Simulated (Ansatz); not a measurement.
Species: H2S2, charge 0, singlet. H2S2 (SMILES SS).
B3LYP-D3(BJ)/def2-TZVP minimum from Ansatz (a first-principles code):
```xyz
4

S     -0.9222     0.0561     0.4718
S      0.9228     0.0543    -0.4709
H     -1.5351    -0.8736    -0.2871
H      1.5259    -0.8942     0.2724
```
Charge 0, spin multiplicity 1.

Hartree-Fock and MP2 correlation energies in hartree (Ansatz). Radicals and triplets start from unrestricted determinants; spin-orbit coupling is neglected. Correlated methods leave the cores frozen. No relativity.

```json
[
 {"basis": "cc-pV(T+d)Z", "X": "3", "E(HF)": "-796.26498", "E(corr, MP2)": "-0.35707"},
 {"basis": "cc-pV(Q+d)Z", "X": "4", "E(HF)": "-796.27249", "E(corr, MP2)": "-0.38876"},
 {"basis": "cc-pV(5+d)Z", "X": "5", "E(HF)": "-796.27394", "E(corr, MP2)": "withheld"}
]
```

Task: Fit E(corr) = E∞ + A/X³ to X = 3 and 4, predict X = 5, and compare with the run.

Result: A = (-0.35707 - (-0.38876))/(1/27 - 1/64) = 1.4800; E∞ = -0.38876 - A/64 = -0.41189; at X = 5, E∞ + A/125 = -0.40005. The run gave -0.40221, 2.16 mEh below the prediction. The same form on X = 4 and 5 gives E∞ = -0.41632, 4.44 mEh below the first estimate.
